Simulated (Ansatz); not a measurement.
CH3NO, SMILES `N[C]O` (excited triplet) (charge 0, multiplicity 3). This triplet is an excited state, 2.56 eV above the relaxed singlet at the level frozen-core CCSD(T)/cc-pVTZ // PBE0-D3(BJ)/def2-TZVP (Ansatz, a quantum-chemistry and plane-wave program).

These are r2SCAN/cc-pVTZ // PBE0-D3(BJ)/def2-TZVP (Ansatz) values and carry that method's errors.

Ansatz 0.2 input:
```yaml
crystal:
  periodic: [false, false, false]
  atoms:
    - { symbol: N, position_ang: [-0.838212, -0.173777, 0.1027] }
    - { symbol: C, position_ang: [0.290865, 0.428905, 0.607976] }
    - { symbol: O, position_ang: [1.479256, 0.479724, -0.013081] }
    - { symbol: H, position_ang: [-1.324113, -0.773812, 0.754584] }
    - { symbol: H, position_ang: [-1.492601, 0.438934, -0.37434] }
    - { symbol: H, position_ang: [1.884807, -0.399972, -0.048013] }
basis:
  gaussian: { orbitals: cc-pVTZ }
hamiltonian:
  xc: r2scan
magnetization:
  spin_polarized: true
  initial_magnetization: 2
```

Output:

```
Functional definition: r2SCAN
686 factors; their error is unknown
mean field evaluation 1: about -4612.1384 eV, gradient 4.3e1 eV
mean field evaluation 2: about -4604.7475 eV, gradient 6.0e1 eV
mean field evaluation 4: about -4618.5444 eV, gradient 2.8e0 eV
mean field evaluation 8: about -4618.5873 eV, gradient 1.9e-1 eV
mean field evaluation 16: about -4618.5704 eV, gradient 1.7e-4 eV
mean field -4618.57039937 eV, -169.7293315972 hartree, gradient 4.9e-5 eV, S^2 2.007902; 0 other end points of the search recorded, 0 dependent functions left out
reference -4618.57040962 eV, -169.7293319741 hartree; 13, 11 occupied and 119, 121 virtual orbitals, 686 factors
Total energy: -4618.57040962 eV, -169.7293319741 hartree
```
